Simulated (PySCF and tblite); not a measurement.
Values are calculated unless marked as measured or tabulated.
C₄H₈BrClSi, numbered as in [Cl:1][C@@H:2]1[CH2:3][SiH2:4][CH2:5][C@@H:6]1[Br:7].

The ensemble was built from 60 distance-geometry starts (ETKDG and KDG, MMFF94s, GFN2-xTB) and rests on GFN2-xTB geometries. Free energies are PBE0-D3(BJ)/def2-SVP (IEF-PCM, cyclohexane) single points with GFN2-xTB rigid-rotor and vibrational terms (modes under about 100 cm⁻¹ blended into free rotors). Symmetry numbers and mirror images are counted. Conformers within 2.5 kcal/mol (GFN2-xTB free energy) were kept, 5 at most. Of two unlike H on one atom, a is the less shielded (B97-2/pcSseg-1 (IEF-PCM, cyclohexane)). (PySCF 2.14, tblite 0.8.)

An NOE distance is ⟨r⁻⁶⟩^(−1/6) over all pairs of like atoms and, for the average, over conformers.

The 5-ring runs over atoms 2–3–4–5–6.

```tsv
conformer	shape	weight %
1	5-ring between envelope and twist (ring torsions -19, -9, 36, -54, 43°)	79.9
2	5-ring between envelope and twist (ring torsions 8, 19, -42, 53, -35°)	20.1
```

**Question.** Which H–H contacts under 3.5 Å would NOEs report (pairs on one atom left out) at 298.15 K?

**Answer.** 
```
       pair  in 1 (Å)  in 2 (Å)  average (Å)
 H5b ··· H6      2.40      2.46         2.41
 H2 ··· H3b      2.46      2.39         2.45
  H2 ··· H6      2.48      2.47         2.48
 H2 ··· H3a      2.61      3.03         2.67
 H3b ··· H6      2.60      4.27         2.70
H4a ··· H5a      2.87      2.99         2.89
H3b ··· H4b      2.89      2.97         2.90
 H5a ··· H6      3.04      2.62         2.91
H4b ··· H5b      2.97      2.88         2.95
H3a ··· H4a      3.00      2.88         2.97
 H2 ··· H5b      4.28      2.61         3.31
H3a ··· H4b      3.45      3.61         3.48
```

Longer pairs under the limit may be missing.

**Question.** Which contact betrays a minor conformer?

**Answer.** H2 ··· H5b: 4.28 Å in the leading conformer but 3.31 Å on average, because conformer 2 (20.1 %) brings it to 2.61 Å and r⁻⁶ weighs short distances heavily.

**Question.** In a model where alignment follows shape alone (order matrix 0.0005 × (3G/tr G − 1)/2, G the second moments of the atom positions; splitting J + 2D), what are the one-bond C–H dipolar couplings D?

**Answer.** H2 -0.1 Hz (-0.7 in conformer 1), H3b 2.0 Hz (2.4 in conformer 1), H3a 0.3 Hz (-0.1 in conformer 1), H5a 1.6 Hz (2.0 in conformer 1), H5b 0.8 Hz (0.4 in conformer 1), H6 1.9 Hz (2.6 in conformer 1).
